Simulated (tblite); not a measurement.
C₂HF₃O₂, charge -1, doublet, at the geometry of the source list (a state made from the parent by changing its charge; the spin is typed, not shown lowest); GFN1-xTB (tblite).

Input for tblite:
```
$ tblite run mol.xyz --method gfn1 --charge -1 --spin 1 --json tblite.json --no-restart

# file mol.xyz
8

O      1.24100000    -0.78730000     0.34200000
C      0.60540000     0.29700000    -0.04900000
O      1.08720000     1.34450000    -0.34540000
C     -0.93040000     0.01890000    -0.07510000
F     -1.37440000    -0.33420000     1.13520000
F     -1.61140000     1.09280000    -0.46180000
F     -1.22270000    -0.97700000    -0.91730000
H      2.20530000    -0.65460000     0.37150000
```

Output, abridged:

```
xTB calculator
 | screened Coulomb repulsion
 | Coulomb electrostatics
 |  * isotropic Klopman-Ohno-Mataga-Nishimoto electrostatics
 |  * onsite third-order electrostatics
 | DFT-D3(BJ) dispersion correction

halogen bonding energy    0.0000000000000E+00 Eh
repulsion energy          1.1709200325250E-01 Eh
dispersion energy        -1.9895271418152E-03 Eh
number of electrons       4.3000000000000E+01 e
integral cutoff           1.9731147476801E+01 bohr

------------------------------------------------------------
  cycle        total energy    energy error   density error
------------------------------------------------------------
      1     -29.32372892716  -2.9438831E+01   7.3231556E-01
      2     -29.73735767782  -4.1362875E-01   3.5307995E-01
      3     -29.74873309743  -1.1375420E-02   1.5321032E-01
      4     -29.75040715167  -1.6740542E-03   2.9979418E-02
      5     -29.75091498000  -5.0782833E-04   6.3741695E-03
      6     -29.75093663185  -2.1651845E-05   5.5924323E-04
      7     -29.75093710860  -4.7674995E-07   1.5147869E-04
      8     -29.75093713545  -2.6853364E-08   6.0477411E-05
      9     -29.75093714176  -6.3096230E-09   1.7887648E-05
------------------------------------------------------------

electronic energy        -2.9866039617872E+01 Eh
total energy             -2.9750937141761E+01 Eh

Post processing:
 | Mayer-Wiberg bond orders

[Info] JSON dump of results written to 'tblite.json'
```
